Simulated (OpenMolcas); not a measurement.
Ho3+: moving or changing the point charges

Ho3+ among 6 point charges of -2 e arranged as a tetragonal octahedron (D4h), 2.63 Å from the ion, with the axial distance 2.840 Å.
```
   2.6300    0.0000    0.0000  -2.00
   0.0000    2.6300    0.0000  -2.00
  -2.6300    0.0000    0.0000  -2.00
   0.0000   -2.6300    0.0000  -2.00
   0.0000    0.0000    2.8404  -2.00
   0.0000    0.0000   -2.8404  -2.00
```

```json
{
 "Program": "OpenMolcas",
 "Method": "CASSCF",
 "Basis": "ANO-RCC-VDZP [7s6p4d2f1g]",
 "Scalar Hamiltonian": "DKH2, point nucleus",
 "Active space": "10 electrons in 7 orbitals (4f)",
 "State averaging": "2S+1 = 5 even, 35 roots (30 in the spin-orbit step); 2S+1 = 3 even, 103 roots kept (CI in the orbitals of an earlier block); 2S+1 = 1 even, 31 roots kept (CI in the orbitals of an earlier block)",
 "Spin-orbit coupling": "RASSI with atomic mean-field integrals over the reference wave functions"
}
```

Runs around this geometry, states (labels of D4, the rotations of D4h). Energies in cm-1 above the lowest state or level, χT in cm3 K/mol.

```
R (Å)  q (e)  Ground state  First state of that spin  First gap with spin-orbit (degeneracies)  Width of lowest J  χT at 300 K
 2.63     -1           5A1                    5E 3.3                                1.0 (1, 2)                105       13.923
 2.63     -2           5A1                    5E 7.5                                2.2 (1, 2)                210       13.901
 2.74     -2           5A1                    5E 6.9                                2.0 (1, 2)                180       13.910
 3.01     -2           5A1                    5E 5.4                                1.7 (1, 2)                127       13.922
```

Taking the width of the lowest J multiplet as R^-n, n = -ln(127 / 210) / ln(3.01 / 2.63) = 3.7 between the shortest and longest distance.

Scaling the charges by -1 / -2 = 0.50 scales the width of the lowest J multiplet by 105 / 210 = 0.50; with fixed orbitals a first-order splitting would follow the charge.

High states are left out of the spin-orbit mixing, which shifts the levels that they would mix with. Point charges carry no covalency, so the field is a model and not that of real ligands. An unlabelled pair can be two single states that coincide in this model. A group larger than the point group allows holds several states that coincide in this model. No measured value stands beside these numbers.
